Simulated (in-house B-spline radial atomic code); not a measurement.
A fraction x of an electron is removed from 4p in Se³⁺, starting from [Ar] 3d10 4s2 4p1 and keeping the highest spin. Level of theory: scalar-relativistic (X2C) PW91, spin-polarised, spherical fractional occupations, Fermi nucleus of rms radius 4.14 fm; calculated with a B-spline radial code for spherical atoms.

```csv
x,E(x) - E(0) (eV),4p up level (eV)
0,0.0000,-37.123
0.11,4.1498,-38.329
0.24,9.2255,-39.760
0.35,13.6659,-40.975
0.44,17.3984,-41.971
0.5,19.9367,-42.636
0.53,21.2207,-42.969
0.68,27.7911,-44.636
0.77,31.8533,-45.637
0.89,37.4099,-46.973
1,42.6443,-
```

The exact functional would give a straight line between the two integer points. Deviations E(x) - E(0) - x[E(1) - E(0)], in eV: -0.541 at x = 0.11, -1.009 at x = 0.24, -1.26 at x = 0.35, -1.365 at x = 0.44, -1.385 at x = 0.5, -1.381 at x = 0.53, -1.207 at x = 0.68, -0.983 at x = 0.77, -0.544 at x = 0.89.

The curve lies below the straight line by up to 1.385 eV (at x = 0.5): convex, the delocalisation error that favours fractional charges.

Q: How well does Slater's transition state (minus the level at half occupation) give the ionisation energy?

A: It gives 42.636 eV against 42.644 eV from the two total energies; NIST lists 42.95 eV, ground level to ground level.
